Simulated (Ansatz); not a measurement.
A made-up structure of H₂TeSO, closed shell:

```
atom    x (Å)    y (Å)    z (Å)
  S1   1.6014  -0.0075   0.7093
  O2  -0.3790  -0.0500   0.9344
 Te3  -1.3106  -0.9749  -0.0612
  H4  -1.4973   0.1232  -1.3322
  H5   1.5577   0.9215  -0.2830
```

It is relaxed with PBE-D4/def2-SVP and then PBE0-D4/def2-TZVP (Ansatz 0.2.0). Atoms count as bonded within 1.22 times the sum of their covalent radii (H–H: 0.88 Å). The end point is not checked to be a true minimum.

Problem. Does its bonding change? (Judge from chemistry; the calculation decides.)

Solution. Computed: No: no bond forms or breaks.

Where it ends: The first stage lowers the energy by 2.52 eV in 8 steps. It ends as H₂TeSO ([SH][O][TeH]):
```
5
angstrom
S 1.4702 -0.0204 0.6959
O -0.1498 0.0264 0.9925
Te -1.4102 -1.0365 -0.1284
H -1.4704 0.1066 -1.3371
H 1.5326 0.9361 -0.2557
```

Labels in which every atom is bracketed show which atoms are joined, not bond orders.

For scale, one of the runs: PBE0-D4/def2-TZVP relaxation, 130 basis functions, launched by `ansatz run in.yaml --threads 2 --pin off --events-out ev --progress --plain --max-ram 4352MiB`. The run took about 7.5 s on 2 CPU threads of an AMD EPYC 9B45 (shared host).
